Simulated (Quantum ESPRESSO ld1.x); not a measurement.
Task: The mean radii <r> (bohr) of the occupied orbitals of an atom or ion are listed with their occupations. Calculated with ld1.x of Quantum ESPRESSO 7.5: scalar-relativistic Kohn-Sham, PBE, spin-unpolarised, spherical densities, point nucleus.

| orbital | occ. | <r> |
|---|---|---|
| 1s | 2 | 0.02318 |
| 2s | 2 | 0.09895 |
| 2p | 6 | 0.08711 |
| 3s | 2 | 0.2605 |
| 3p | 6 | 0.2588 |
| 3d | 10 | 0.2362 |
| 4s | 2 | 0.5929 |
| 4p | 6 | 0.6279 |
| 4d | 10 | 0.6885 |
| 5s | 2 | 1.438 |
| 5p | 6 | 1.679 |
| 4f | 5 | 1.035 |

Name the element and its charge.

Result: Z = 61, promethium, charge +2: Pm2+ in [Xe] 4f5. The 1s radius gives Z: for a bare nucleus <r> = (2 gamma + 1)/(2Z) with gamma = sqrt(1 - (Z/c)^2), 0.02288 bohr for Z = 61, and screening makes it slightly larger (0.02318 here). The occupations add up to 59, and the charge is Z minus that.
